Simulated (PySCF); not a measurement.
Geometry (Å), atoms numbered from 1 in this order:
```xyz
11

C    -1.933   -0.097    0.327
C    -1.408    0.264   -0.848
S     0.190    0.948   -1.152
Si    1.351    0.018    0.413
O     2.945    0.121   -0.029
H    -1.408    0.024    1.279
H    -2.936   -0.528    0.367
H    -1.991    0.156   -1.768
H     1.261    0.729    1.715
H     0.842   -1.380    0.544
H     3.185   -0.277   -0.872
```

Geometry: PBE0-D3(BJ)/def2-SVP; GIAO shifts from PySCF 2.14, gas phase, non-relativistic, averaged over equivalent atoms.

At PBE0/6-31G* (90 basis functions, 7.3 s wall time on 1 thread of an Arm Neoverse V1, shared host):
```json
{"atoms": "C2", "δ (ppm)": "124.8"}
{"atoms": "C1", "δ (ppm)": "113.6"}
{"atoms": "S3", "δ (ppm)": "-60.7"}
{"atoms": "Si4", "δ (ppm)": "18.3"}
{"atoms": "O5", "δ (ppm)": "23.9"}
{"atoms": "H8", "δ (ppm)": "6.09"}
{"atoms": "H9/H10", "δ (ppm)": "5.70"}
{"atoms": "H7", "δ (ppm)": "5.25"}
{"atoms": "H6", "δ (ppm)": "4.90"}
{"atoms": "H11", "δ (ppm)": "0.98"}
```

δ = σ(ref) − σ, references computed at the same level: TMS for 13C (σ = 194.14 ppm) and 29Si (σ = 418.09 ppm) and 1H (σ = 31.96 ppm); 33S (σ = 545.91 ppm) vs CS2; 17O (σ = 324.18 ppm) vs H2O.

Q: What do these become at PBE0/IGLO-III?

A: 
```json
{"atoms": "C2", "δ at PBE0/IGLO-III": "142.5", "change": "+17.7"}
{"atoms": "C1", "δ at PBE0/IGLO-III": "125.4", "change": "+11.8"}
{"atoms": "S3", "δ at PBE0/IGLO-III": "-31.5", "change": "+29.2"}
{"atoms": "Si4", "δ at PBE0/IGLO-III": "-11.0", "change": "-29.3"}
{"atoms": "O5", "δ at PBE0/IGLO-III": "38.9", "change": "+15.0"}
{"atoms": "H8", "δ at PBE0/IGLO-III": "6.54", "change": "+0.45"}
{"atoms": "H9/H10", "δ at PBE0/IGLO-III": "5.73", "change": "+0.03"}
{"atoms": "H7", "δ at PBE0/IGLO-III": "5.42", "change": "+0.17"}
{"atoms": "H6", "δ at PBE0/IGLO-III": "5.19", "change": "+0.29"}
{"atoms": "H11", "δ at PBE0/IGLO-III": "0.95", "change": "-0.03"}
```

Chemical shifts δ = σref − σ; TMS for 13C (σ = 183.78 ppm), 29Si (σ = 345.34 ppm), 1H (σ = 31.37 ppm); CS2 for 33S (σ = 518.71 ppm); 17O (σ = 327.19 ppm) vs H2O, all at this level.

The largest change is at Si4 (silicon bonded to O, S, 2 H). Cost: 253 basis functions, 25 s wall time on 1 thread of an Arm Neoverse V1, shared host.

Experimental scales use liquid or dissolved standards, which lie at an offset from isolated H2O (liquid H2O: subtract about 36 ppm).
